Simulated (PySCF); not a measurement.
Dipole response of Se⁻ (selenium, charge -1)

[Ar] 3d10 4s2 4p5, 2P determinant. Computed with PySCF 2.14 in x2c-QZVPPall with one added diffuse shell each of s, p, d, f type (12s9p6d5f1g, 113 functions), with the spin-free X2C one-electron Hamiltonian (Gaussian nucleus). Coupled (time-dependent) response in atomic units; α is the mean over directions.

| method | mean α (bohr³) | α xx, yy, zz | C₆ (like pair) | S(−4) |
| --- | --- | --- | --- | --- |
| UHF | 54.78 | 44.29, 60.03, 60.03 | 653.6 | 916.3 |

S(−4) is the Cauchy moment in α(ω) = α(0) + S(−4) ω² + …

Spin-orbit coupling is absent.

α(iu) at UHF:

```tsv
u (hartree)	α(iu) (bohr³)
0	54.78
0.0500	52.63
0.100	47.47
0.200	35.61
0.300	26.25
0.500	15.18
0.750	8.793
1.00	5.716
1.50	3.007
2.00	1.892
3.00	0.9970
5.00	0.4600
```

A single London oscillator, α(iu) = α/(1 + u²/ω²), gives C₆ = (3/4) ω α². Matching the computed C₆ needs ω = 4 × 653.6 / (3 × 54.78²) = 0.290 hartree.

For an ion, C₆ is the dispersion term alone; charge-induced terms of lower order in 1/R come first.

The components differ because the open shell of this determinant is not spherical; for a pure term their mean is the scalar polarisability.
